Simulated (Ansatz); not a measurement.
CH₉AsGe, singlet: at a first-order saddle point.

The input file, in.yaml:

```yaml
crystal:
  periodic: [false, false, false]
  atoms:
    - {symbol: Ge, position_ang: [-1.264958, -0.462843, 0.191861]}
    - {symbol: C, position_ang: [0.194286, 1.234781, 0.474287]}
    - {symbol: H, position_ang: [-1.849501, -0.594625, -1.215206]}
    - {symbol: H, position_ang: [-1.072826, -1.684249, 1.092284]}
    - {symbol: H, position_ang: [-2.222425, 0.506075, 0.975302]}
    - {symbol: H, position_ang: [0.403442, 0.054903, -0.129312]}
    - {symbol: As, position_ang: [1.074108, -1.665401, -1.115854]}
    - {symbol: H, position_ang: [1.234833, 1.395535, 0.171945]}
    - {symbol: H, position_ang: [0.126221, 1.260945, 1.560711]}
    - {symbol: H, position_ang: [-0.437023, 1.982610, -0.003384]}
    - {symbol: H, position_ang: [2.148052, -1.490058, -0.042538]}
    - {symbol: H, position_ang: [1.665891, -0.537673, -1.959995]}
basis:
  gaussian: {orbitals: def2-TZVPP}
hamiltonian: {xc: {name: wB97X-V}}
```

Command:

```bash
ansatz run in.yaml --threads 8 --pin off --events-out ev --progress --plain --max-ram 19148MiB
```

Output of Ansatz 0.2.0:

```
Functional definition: wB97X-V
  name "wB97X-V"
  cite "Mardirossian & Head-Gordon, Phys. Chem. Chem. Phys. 16, 9904 (2014) doi:10.1039/C3CP54374A"
  cite "Becke, J. Chem. Phys. 107, 8554 (1997) doi:10.1063/1.475007"
  cite "Vydrov & Van Voorhis, J. Chem. Phys. 133, 244103 (2010) doi:10.1063/1.3521275"
  parameter omega = 0.3/bohr
  parameter cx = 0.167
  parameter cx1 = 0.603
  parameter cx2 = 1.194
  parameter css0 = 0.556
  parameter css1 = -0.257
  parameter cos0 = 1.219
  parameter cos1 = -1.850
  parameter b = 6.0
  parameter c = 0.01
  exchange = spin_sum(e_x_unif_sr(omega)*poly(b97_u_x, 1 - cx, cx1, cx2)) + cx*exact_x_sr(omega) + exact_x_lr(omega)
  correlation = spin_sum(e_c_pw_same_spin*poly(b97_u_same, css0, css1))
      + integral(e_c_pw_opposite_spin*poly(b97_u_opposite, cos0, cos1)) + vv10(b, c)
1509 factors; their error is unknown
349 factors; integrals over basis functions are off by at most 7.2e-6 eV
mean field evaluation 1: about -118526.0969 eV, gradient 3.7e1 eV
mean field evaluation 2: about -118527.1261 eV, gradient 3.2e1 eV
mean field evaluation 4: about -118528.7448 eV, gradient 1.4e0 eV
mean field evaluation 8: about -118528.7583 eV, gradient 5.4e-2 eV
mean field evaluation 16: about -118529.0908 eV, gradient 2.0e-4 eV
mean field -118529.09083692 eV, -4355.8637463534 hartree, gradient 3.2e-5 eV, S^2 0.000000; 0 other end points of the search recorded, 0 dependent functions left out
reference -118529.09083482 eV, -4355.8637462763 hartree; 40, 40 occupied and 213, 213 virtual orbitals, 1509 factors
Total energy: -118529.09083482 eV, -4355.8637462763 hartree
```

Hardware: 8 CPU threads of an Arm Neoverse V2, shared host. Wall time 5.5 s; peak host memory 0.79 GiB.
